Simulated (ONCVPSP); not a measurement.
**Before and after: ONCV potential for germanium (Ge)**

Ge (Z = 32), optimised norm-conserving Vanderbilt (ONCV), made with ONCVPSP 4.0.1 (PBE, scalar-relativistic). Core [Ar] 3d10, reference 4s2 4p2. Waves: 4s: rc 1.45 bohr, ncon 4, nbas 8, qcut 3.6 1/bohr, 2 projectors, debl 0.5 Ha; 4p: rc 2.35 bohr, ncon 4, nbas 8, qcut 2.9 1/bohr, 2 projectors, debl 2.3 Ha; d scattering state at 0.21 Ha: rc 1.75 bohr, ncon 4, nbas 7, qcut 5.3 1/bohr, 2 projectors, debl 3.9 Ha. Local part: polynomial inside 1.35 bohr (lpopt 5, dvloc0 0 Ha). Core correction: Teter function, fcfact 4, rcfact 1.7.

Change: p: rc 2.68.

Cutoffs: the cutoffs (Ha) at which the residual kinetic energy of the hardest occupied pseudo-wave falls to 1 and 0.1 mHa per electron; they do not see the model core or the augmentation charge, which bear on the density cutoff. Errors are all-electron minus pseudo energies relative to the spin-unpolarised reference configuration.

Predict the effect on cutoff, ghosts and configuration errors.

The potential gets neither clearly harder nor softer (14 Ha and 34 Ha → 14 Ha and 34 Ha); the errors of the 4 common tests hardly move; neither file shows a bound ghost.

```tsv
quantity	base	changed
cutoff, loose	14 Ha	14 Ha
cutoff, tight	34 Ha	34 Ha
loose cutoff by channel	s 14 Ha, p 2.7 Ha	s 14 Ha, p 2.7 Ha
bound ghosts	none	none
GHOST(+) flags under 300 eV	s at 55.0 eV	s at 55.0 eV
error for 4s2 4p1, meV [ΔE 7.44 eV]	-51	-52
error for 4s2 4p0, meV [ΔE 22.88 eV]	-318	-329
error for 4s1 4p0, meV [ΔE 57.68 eV]	-963	-990
error for 4s1 4p2, meV [ΔE 16.16 eV]	-57	-54
s: phases at 1.48 bohr within 0.05 rad from the reference energy up to (Ha; the scan ends near 5)	1.9	1.9
d: phases at 1.78 bohr within 0.05 rad from the reference energy up to (Ha; the scan ends near 5)	0.5	0.5
rms error of d²Exc/dni dnj with the model core, mHa	4.77	4.78
```

Base: The cutoffs count occupied waves only; projector 2 of the d channel, the hardest unoccupied one, needs 80 Ha at the loose tolerance. Changed file: The cutoffs count occupied waves only; projector 2 of the d channel, the hardest unoccupied one, needs 80 Ha at the loose tolerance.
